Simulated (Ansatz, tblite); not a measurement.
Isomers of GeF₂⁺ (doublet), found by a short tight-binding search and relaxed with PBE-D4/def2-TZVP in Ansatz.

The xTB rows come from tblite. Correlated methods freeze 11 core orbitals; core or outer-core shells of Ge are correlated, in sets that lack core-valence functions. In CCSD on the charge 1 doublet the largest single amplitude is 0.35, so its Hartree–Fock determinant may place the open shell otherwise than the density functionals do.

Run but left out: HF/def2-TZVPP, MP2/def2-TZVPP (B: a determinant that CCSD turns far, T1 0.054).

B: At CCSD(T)/def2-TZVPP T1 of the charge 1 doublet is large (up to 0.054), so the single-reference result is doubtful.

Other spin states were run for one of them alone.

A:

```xyz
3

Ge    0.0098   -0.3026    0.5054
F     0.8891   -0.8323   -0.8589
F    -0.8989    1.1349    0.3535
```

B:

```xyz
3

Ge   -0.185    0.927   -0.473
F     0.755   -0.702   -0.488
F    -0.569   -0.225    0.961
```

Problem. Estimate which lies lowest at each level, and how far above it the others are (kcal/mol).

Solution. 
```tsv
level	A	B
GFN1-xTB	0.0	22.9
GFN2-xTB	0.0	4.8
PBE-D4/def2-TZVP	0.0	28.9
r2SCAN-D4/def2-TZVP	0.0	33.9
PBE0-D4/def2-TZVP	0.0	35.3
ωB97X-V/def2-TZVP	0.0	36.9
PBE-QIDH/def2-TZVP	0.0	45.9
CCSD/def2-TZVPP	0.0	45.5
CCSD(T)/def2-TZVPP	0.0	43.6
```
Point groups (tolerance 0.1 Å): A C2v, B C2v. A and B have the same bonds, so they are conformers or stereoisomers. Lower isomers may exist.
